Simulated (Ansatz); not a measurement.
H2OPb (SMILES [OH][PbH]) moved off its minimum; all values from Ansatz (an electronic-structure program), cores frozen in correlated methods. Elements past Kr take the def2 small-core potentials, without spin–orbit coupling.
(charge 0, multiplicity 1)
```xyz
4

Pb    -0.1222    -0.1247     0.1747
H     -1.4418    -0.0535    -1.0319
O      1.3209     0.8957    -1.1469
H      0.9111     1.1353    -1.9273
```

Forces at B3LYP/def2-TZVPP (eV/Å):

```
atom      Fx      Fy      Fz
----  ------  ------  ------
Pb1    1.425   0.484  -0.101
H2    -0.642   0.054  -0.593
O3     0.529  -1.300   3.257
H4    -1.313   0.762  -2.564
```

Question: Give the forces (eV/Å), the total energy and the dipole at CCSD(T)/def2-TZVPPD.

Answer: 
```csv
atom,Fx,Fy,Fz
Pb1,1.470,0.487,-0.069
H2,-0.668,0.061,-0.633
O3,0.546,-1.323,3.311
H4,-1.348,0.775,-2.609
```
Energy -268.2435 hartree, dipole 2.86 D.
